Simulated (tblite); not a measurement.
Run record: tight-binding relaxation, `Cl[CH2][Ge@H]1[CH2]CCOC[CH2]1`.

Computed with GFN2-xTB geometry optimisation, gas phase (tblite 0.8.0). Start geometry: from a force field or distance geometry. A driver script takes a list of jobs; this job's settings line and coordinates (Å) are shown.

Command:
```bash
OMP_NUM_THREADS=1 python probes_run.py task.json out
```

Input:
```
{"job": {"kind": "relax", "xc": "GFN2-xTB", "basis": "xTB"}, "charge": 0, "multiplicity": 1}
Cl     3.793900     0.432300     0.798200
C      2.778300    -0.774200    -0.021100
Ge     0.950400    -0.326600     0.362100
C      0.603000     1.496300    -0.236000
C     -0.776700     1.863600     0.228900
C     -1.804200     0.767300     0.014500
O     -1.555200    -0.289700     0.894700
C     -1.571500    -1.460400     0.135500
C     -0.258100    -1.491700    -0.628900
H      2.930000    -0.695000    -1.099600
H      3.040200    -1.785600     0.362800
H      0.613600    -0.448500     1.863000
H      0.753900     1.523800    -1.304500
H      1.326300     2.158000     0.281100
H     -0.754600     2.066200     1.321800
H     -1.124300     2.777900    -0.282800
H     -1.854500     0.432200    -1.038200
H     -2.803000     1.162700     0.315700
H     -2.448200    -1.477500    -0.560800
H     -1.627000    -2.329200     0.821900
H      0.151600    -2.499900    -0.582600
H     -0.374400    -1.082700    -1.646600
```

Output:
```
step      E/eV     max force
  0    -815.70656    1.760
  1    -815.88747    0.919
  2    -815.99598    0.717
  3    -816.07420    0.791
  4    -816.16627    0.786
  5    -816.21612    0.478
  6    -816.24706    0.345
  7    -816.27091    0.354
  8    -816.29145    0.415
  9    -816.31197    0.371
... (51 lines left out)
 61    -816.38876    0.023
 62    -816.38886    0.024
 63    -816.38895    0.023
 64    -816.38902    0.016
 65    -816.38906    0.014
 66    -816.38909    0.012
 67    -816.38912    0.014
 68    -816.38915    0.012
 69    -816.38918    0.010
 70    -816.38920    0.009
```

«max force» is the largest atomic force in eV/Å.

**Question.** From which step on does the largest force stay under 0.1 eV/Å, and how much energy is left to gain from there?

**Answer.** From step 18 (0.096 eV/Å), 18.9 meV above the end.

In short: energy lowered by 15.7 kcal/mol over 70 steps; largest atomic force 0.009 eV/Å at the end.

**Question.** Give the final coordinates.

**Answer.** 0.193 Å rms from the input after alignment:
```
atom  x, y, z in Å
Cl1    3.8563    0.4047    0.8171
C2     2.8610   -0.7394   -0.1059
Ge3    0.9605   -0.3975    0.4376
C4     0.5560    1.4747   -0.1182
C5    -0.8337    1.9433    0.2879
C6    -1.8912    0.9022   -0.0658
O7    -1.7109   -0.2292    0.7669
C8    -1.6295   -1.4801    0.1132
C9    -0.2589   -1.6592   -0.5331
H10    3.0573   -0.5520   -1.1583
H11    3.2161   -1.7358    0.1417
H12    0.9252   -0.6074    1.9295
H13    0.6552    1.5170   -1.2065
H14    1.3067    2.1466    0.2977
H15   -0.8699    2.0914    1.3677
H16   -1.0780    2.8888   -0.2012
H17   -1.8082    0.6279   -1.1219
H18   -2.8970    1.3062    0.1127
H19   -2.4497   -1.5960   -0.6066
H20   -1.7610   -2.2100    0.9140
H21    0.0635   -2.6966   -0.4818
H22   -0.2802   -1.3802   -1.5877
```

Hardware: Arm Neoverse V1, one thread, no GPU, on a shared host. Cost: 0.74 s of wall time.
Labels such as C1 count atoms from 1, the log's own numbers from 0.
